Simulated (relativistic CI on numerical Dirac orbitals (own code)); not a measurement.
# Sensitivity of the levels of In22+ to α and to the nuclear radius

Computed by Dirac-Coulomb-Breit CI, KLI orbitals optimised for each configuration, derivatives by finite differences, unscaled Slater integrals, QED left out (own radial code, finite nucleus).

Configuration list (outside the closed core [Ne]): 3s2.3p6.3d9, 3s2.3p5.3d10, 3s.3p6.3d10, 3s2.3p6.3d8.4s, 3s2.3p6.3d8.4p, 3s2.3p6.3d8.4d, 3s2.3p6.3d8.4f, 3s2.3p4.3d10.4s. Levels of other configurations are missing.

With x = (α/α₀)² − 1 an excitation energy changes as ω = ω₀ + qx; K = 2q/ω₀ is the relative enhancement. Terms are leading LS components, so labels can repeat. The field-shift factor is F = δν/δ⟨r²⟩ for the transition from the lowest level.

Lowest level 3s2.3p6.3d9 2D_5/2.

| Level | ω₀ (cm⁻¹) | q (cm⁻¹) | F (GHz/fm²) |
| --- | --- | --- | --- |
| 3s2.3p6.3d9 2D_3/2 | 64462 | 64190 | 0.521 |
| 3s2.3p5.3d10 2P°_3/2 | 1757500 | 89840 | 4.3 |
| 3s2.3p5.3d10 2P°_1/2 | 2079360 | 439100 | -3.97 |
| 3s.3p6.3d10 2S_1/2 | 3074418 | 510700 | -420 |
| 3s2.3p6.3d8.4s 4F_9/2 | 3508337 | -194600 | 137 |
| 3s2.3p6.3d8.4s 2F_7/2 | 3521361 | -192800 | 137 |
| 3s2.3p6.3d8.4s 2D_5/2 | 3553600 | -190800 | 137 |
| 3s2.3p6.3d8.4s 2D_3/2 | 3555920 | -186500 | 137 |
| 3s2.3p6.3d8.4s 4F_7/2 | 3573096 | -134600 | 137 |
| 3s2.3p6.3d8.4s 4F_5/2 | 3575022 | -135900 | 137 |
| 3s2.3p6.3d8.4s 4P_5/2 | 3610163 | -128500 | 137 |
| 3s2.3p6.3d8.4s 4F_3/2 | 3611454 | -128400 | 138 |
| 3s2.3p6.3d8.4s 4P_1/2 | 3615868 | -167600 | 137 |

At this charge energies of transitions that change n are usually good to better than 1 %, and those within a shell (Δn = 0) to a few per cent.

(1) Which transition from the lowest level has the largest |K|?

Results:

(1) 3s2.3p6.3d9 2D_3/2 at 64462 cm⁻¹, K = 1.99.
